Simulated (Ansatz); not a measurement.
AlH6NSSi2 can be A, `[SiH3][SiH]1[NH][AlH][S]1`, or B, `[NH2][AlH][SiH]1[SiH2]S1`.

Calculated with Ansatz (gas phase, PBE0-D4/def2-TZVP geometries, no zero-point term in ΔE). CCSD(T)/CBS adds triple-zeta CCSD(T) − MP2 to the extrapolated MP2 energy (def2 sets, frozen cores). Functionals use def2-TZVPP. B3LYP here is the variant with VWN-RPA as its local correlation; programs differ in this. One conformer a species, not always the lowest.

Question: Which is lower in electronic energy at CCSD(T)/CBS, and by how much? (An estimate is asked.)

Answer: Ansatz gave: A, by 138.9 kJ/mol.

Question: Give E(B) − E(A) in kJ/mol with B3LYP-D4, PBE0-D4, B2PLYP, ωB97M-V, B3LYP, r2SCAN-D4, MP2/def2-TZVPP. (Estimate.)

Answer: Ansatz gave: B3LYP-D4 136.8, PBE0-D4 127.7, B2PLYP 139.2, ωB97M-V 143.4, B3LYP 132.7, r2SCAN-D4 131.6, MP2/def2-TZVPP 145.5. None reverses the order clearly.

Largest T1 diagnostic: 0.014.

In def2-TZVPP, CCSD(T) changes the Hartree–Fock value by −21.5 kJ/mol (the triples alone add −4.2 kJ/mol) and MP2 by −15.7 kJ/mol. From PBE to PBE0 (25 % exact exchange), in def2-TZVPP and without D4, E(B) − E(A) moves by +12.1 kJ/mol.
